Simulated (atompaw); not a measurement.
# Ranking PAW (atompaw) potentials for Se (Z = 34)

All share these settings but for the change named:

* Element: selenium
* Generator: atompaw 4.2.0.5
* Type: PAW
* Functional: LDA (PW92)
* Relativity: scalar-relativistic
* Frozen core: [Ar]
* Valence charge: 16
* Reference configuration: 3d10 4s2 4p4
* Partial waves: 4s (bound): rc 1.85 bohr; 4s channel at 3.9 Ry: rc 1.85 bohr; 4p (bound): rc 1.85 bohr; 4p channel at -0.05 Ry: rc 1.85 bohr; 3d (bound): rc 1.20 bohr; 3d channel at -0.95 Ry: rc 1.20 bohr; 4f channel at -0.05 Ry: rc 1.85 bohr; 4f channel at 2.7 Ry: rc 1.85 bohr
* Local potential: bessel scheme, radius 1.25 bohr
* Core correction: smooth core density matched at 1.45 bohr
* Augmentation charge: sinc compensation charge, radius 1.55 bohr; PAW radius 1.85 bohr; waves and projectors: custom polynom gramschmidtortho

Cutoff: the first of the cutoffs (Ry, on a coarse ladder) from which the occupation-weighted sum of valence levels, in a spherical-Bessel basis at the reference potential, stays within 10 and 1 mRy of its value at 400 Ry; the density cutoff is not measured.

The base gives 120 Ry.

Of 9 variants that were run, those that failed, showed a ghost or another fault, or gave nearly equal values are left out.

Task: Rank these variants from softest to hardest (loose cutoff).
A. all radii scaled by about 1.16 (s 2.14, p 2.14, d 1.40, f 2.14 bohr); local potential bessel scheme, radius 1.46 bohr; augmentation sinc compensation charge, radius 1.80 bohr; PAW radius 2.14 bohr; waves and projectors: custom polynom gramschmidtortho; core correction smooth core density matched at 1.68 bohr
B. all radii scaled by about 1.24 (s 2.30, p 2.30, d 1.50, f 2.30 bohr); local potential bessel scheme, radius 1.56 bohr; augmentation sinc compensation charge, radius 1.92 bohr; PAW radius 2.30 bohr; waves and projectors: custom polynom gramschmidtortho; core correction smooth core density matched at 1.80 bohr
C. all radii scaled by about 1.05 (s 1.94, p 1.94, d 1.26, f 1.94 bohr); local potential bessel scheme, radius 1.30 bohr; augmentation sinc compensation charge, radius 1.62 bohr; PAW radius 1.94 bohr; waves and projectors: custom polynom gramschmidtortho; core correction smooth core density matched at 1.52 bohr
D. all radii scaled by about 1.30 (s 2.40, p 2.40, d 1.56, f 2.40 bohr); local potential bessel scheme, radius 1.62 bohr; augmentation sinc compensation charge, radius 2.00 bohr; PAW radius 2.40 bohr; waves and projectors: custom polynom gramschmidtortho; core correction smooth core density matched at 1.88 bohr
E. all radii scaled by about 0.94 (s 1.74, p 1.74, d 1.12, f 1.74 bohr); local potential bessel scheme, radius 1.18 bohr; augmentation sinc compensation charge, radius 1.46 bohr; PAW radius 1.74 bohr; waves and projectors: custom polynom gramschmidtortho; core correction smooth core density matched at 1.36 bohr

Result: D (60 Ry), B (70 Ry), A (80 Ry), C (100 Ry), E (140 Ry).
